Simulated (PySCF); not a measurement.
ammonia borane (H₆BN), singlet, at a GFN2-xTB geometry. Base run: B3LYP/3-21G run with PySCF.

The PySCF input:
```python
from pyscf import gto, scf, dft

mol = gto.Mole()
mol.atom = '''
    B    -0.91491923    0.11210003   -0.01661920
    N     0.73087909   -0.08955061    0.01327617
    H    -1.31399349   -0.64168266   -0.84737361
    H    -1.09154966    1.25500958   -0.29974635
    H    -1.29004994   -0.16052617    1.07999077
    H     0.93390981   -1.05286399    0.25124010
    H     1.12008257    0.53455889    0.70957279
    H     1.10004319    0.13185843   -0.90352092
'''
mol.basis = '3-21g'
mol.verbose = 4
mol.build()

mf = dft.RKS(mol)
mf.xc = 'b3lyp'
mf.kernel()
mf.analyze()
```

Each row names what was changed in the base input (with any setting that the change needs).

```json
[
 {"change": "base", "ΔE vs base (mEh)": "0.000", "fitting functions": "-", "dipole (D)": "5.78"},
 {"change": "auxbasis = def2-svp-ri", "ΔE vs base (mEh)": "-3.706", "fitting functions": "180", "dipole (D)": "5.78"},
 {"change": "auxbasis = default (with mf = mf.density_fit())", "ΔE vs base (mEh)": "-0.081", "fitting functions": "260", "dipole (D)": "5.78"},
 {"change": "auxbasis = def2-universal-jfit", "ΔE vs base (mEh)": "(withheld)", "fitting functions": "164", "dipole (D)": "5.78"},
 {"change": "only_dfj = on; auxbasis = def2-universal-jfit", "ΔE vs base (mEh)": "(withheld)", "fitting functions": "164", "dipole (D)": "5.78"},
 {"change": "auxbasis = even-tempered beta=2.0", "ΔE vs base (mEh)": "-3.738", "fitting functions": "148", "dipole (D)": "5.79"},
 {"change": "auxbasis = even-tempered beta=3.0", "ΔE vs base (mEh)": "(withheld)", "fitting functions": "(withheld)", "dipole (D)": "5.78"},
 {"change": "auxbasis = cc-pvtz-jkfit", "ΔE vs base (mEh)": "-0.044", "fitting functions": "338", "dipole (D)": "5.78"},
 {"change": "auxbasis = cc-pvdz-jkfit", "ΔE vs base (mEh)": "-0.059", "fitting functions": "278", "dipole (D)": "5.78"},
 {"change": "auxbasis = autoaux", "ΔE vs base (mEh)": "-3.575", "fitting functions": "193", "dipole (D)": "5.79"}
]
```

Problem. Complete the blanks.

Solution. 
- auxbasis = def2-universal-jfit, ΔE vs base (mEh): 0.247
- only_dfj = on; auxbasis = def2-universal-jfit, ΔE vs base (mEh): -0.197
- auxbasis = even-tempered beta=3.0, ΔE vs base (mEh): -4.641
- auxbasis = even-tempered beta=3.0, fitting functions: 98

A fitting set is made for a task (jfit for Coulomb, jkfit for Coulomb and exchange, ri for correlation) and for a family of orbital bases.
